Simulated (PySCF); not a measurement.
Excitations are Tamm–Dancoff values on a coarser integration grid. The basis has no diffuse functions, so Rydberg states are missing or too high.

Cartesian coordinates (Å):
SMILES: c12c(c(cc(c1)B)C#C)ccs2
```xyz
19

B      3.4238     0.1067     0.1772
C      1.8970    -0.0553     0.0907
C      1.0400     1.0726     0.1253
C     -0.3458     0.9617     0.0489
C     -1.1879     2.1132     0.0859
C     -1.9151     3.0843     0.1162
C     -0.9153    -0.3349    -0.0683
C     -2.2920    -0.7071    -0.1625
C     -2.4549    -2.0573    -0.2631
S     -0.9690    -2.9374    -0.2493
C     -0.0577    -1.4621    -0.1028
C      1.3260    -1.3337    -0.0252
H      3.9180     1.2061     0.2767
H      4.1385    -0.8693     0.1458
H      1.4803     2.0677     0.2153
H     -2.5496     3.9507     0.1440
H     -3.1120     0.0107    -0.1542
H     -3.3956    -2.6015    -0.3471
H      1.9713    -2.2149    -0.0536
```
Charge 0, multiplicity 1.

Q: What is the computed HOMO, T1 excitation (TDA), brightest of the four lowest singlets (TDA), S1 oscillator strength, total energy, dipole moment, S1–T1 gap (TDA) and LUMO (PBE0-D3(BJ)/def2-TZVP // PBE0-D3(BJ)/def2-SVP in PySCF)?

A: 
The HOMO is -6.56 eV and the T1 excitation (TDA) is 2.71 eV. The brightest of the four lowest singlets (TDA) is 4.40 eV, the S1 oscillator strength comes out as 0.127 and the total energy is -807.7813 Ha. The dipole moment is 2.31 D and the S1–T1 gap (TDA) is 0.99 eV. The LUMO is -2.28 eV.
